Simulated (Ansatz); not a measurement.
Geometry optimisation, UKS B3LYP/def2-SVP in Ansatz.

input.yaml

```yaml
crystal:
  periodic: [false, false, false]
  atoms:
    - { symbol: C, position_ang: [-0.5997, -1.6876, -0.1272] }
    - { symbol: C, position_ang: [-0.0686, -0.5993, -0.0068] }
    - { symbol: Ge, position_ang: [0.8185, 1.0494, 0.1892] }
    - { symbol: H, position_ang: [-1.0862, -2.5507, -0.2595] }
    - { symbol: H, position_ang: [0.8168, 1.824, -1.1516] }
    - { symbol: H, position_ang: [0.1614, 1.9002, 1.3096] }
magnetization:
  spin_polarized: true
  initial_magnetization: 1
basis:
  gaussian: { orbitals: def2-SVP }
hamiltonian:
  xc: b3lyp
relax:
  f_tol: 0.015
  max_steps: 40
```

Launched with:

```bash
$ ansatz run input.yaml --threads 2 --pin off --max-ram 3072MiB --backend cpu --events-out ev --progress --plain --runs-dir out
```

Problem. Where does it end, and by what steps?

Solution. The run converged. After 5 steps the energy has fallen by 0.142 eV; H4 moved furthest, 0.09 Å.

```tsv
step	energy less start (eV)	largest force component (eV/Å)	accepted
0	0.0000	3.272	yes
1	-0.1330	0.568	yes
2	-0.1396	0.061	yes
3	-0.1413	0.288	yes
4	-0.1410	0.153	no
5	-0.1418	0.010	yes
```

```xyz
6
Properties=species:S:1:pos:R:3
C -0.617 -1.672 -0.138
C -0.118 -0.563 -0.028
Ge 0.822 1.071 0.188
H -1.073 -2.640 -0.239
H 0.849 1.841 -1.153
H 0.179 1.899 1.324
```

Whether the end is a true minimum wasn't checked by a vibrational analysis.

Time of the run: 14 s on 2 threads of Arm Neoverse V1, on a shared host, peak memory 0.19 GiB.
